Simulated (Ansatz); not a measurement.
Basis sets compared for SiCl3(NHiPr) (C₃H₈Cl₃NSi). Charge 0, multiplicity 1. Geometry PBE-D4/def2-SVP. Ansatz on 4 threads of Arm Neoverse V2 on a shared host; times are rough, and most runs start from earlier orbitals.

```xyz
16

C     0.830   -0.349    0.121
C     1.506    0.712   -0.760
C     0.136   -1.428   -0.714
Cl   -2.238    1.905    2.454
Cl   -2.268    1.510   -0.901
Cl   -2.986   -1.051    1.050
N    -0.104    0.262    1.082
Si   -1.768    0.616    0.908
H     0.353    0.828    1.802
H     1.618   -0.852    0.726
H     0.753    1.230   -1.388
H     2.265    0.253   -1.427
H     2.018    1.477   -0.141
H    -0.654   -0.990   -1.360
H     0.868   -1.924   -1.380
H    -0.331   -2.198   -0.071
```

Binding counts from free atoms (C triplet, Cl doublet, N quartet, Si triplet, H doublet) in the same basis, without a counterpoise term.

```
           level  functions  energy (Eh)  HOMO (eV)  LUMO (eV)  binding per atom (eV)  wall time
 PBE-D4/def2-SVP        168   -1842.5880      -6.01      -0.68                   4.02      2.4 s
PBE0-D4/def2-SVP        168   -1842.7606      -7.47       0.32                   3.96      3.5 s
```

(1) Estimate the rows for PBE-D4/def2-TZVP (with forces), PBE0-D4/def2-TZVP.

## Answers

(1) 
| level | functions | energy (Eh) | HOMO (eV) | LUMO (eV) | binding per atom (eV) | wall time |
| --- | --- | --- | --- | --- | --- | --- |
| PBE-D4/def2-TZVP (with forces) | 320 | -1843.3669 | -6.17 | -1.09 | 4.00 | 6 s |
| PBE0-D4/def2-TZVP | 320 | -1843.5291 | -7.56 | -0.08 | 3.94 | 13 s |
